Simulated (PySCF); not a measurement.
**Correlation energy of F+ (fluorine, charge +1)**

[He] 2s2 2p4, high-spin 3P determinant. Calculation: PySCF 2.14, in aug-cc-pVTZ-DK; scalar relativity by spin-free X2C-1e. Frozen: 1s2; 6 electrons correlated.

| level | correlation energy (mhartree) |
| --- | --- |
| CCSD | -160.38 |
| (T) | -2.20 |
| CCSD(T) | -162.58 |

Diagnostics: T1 = 0.0043, D1 = 0.0080, largest double amplitude 0.025.

Cost of the coupled-cluster step: about 2.9 core-seconds, for 6 correlated electrons.
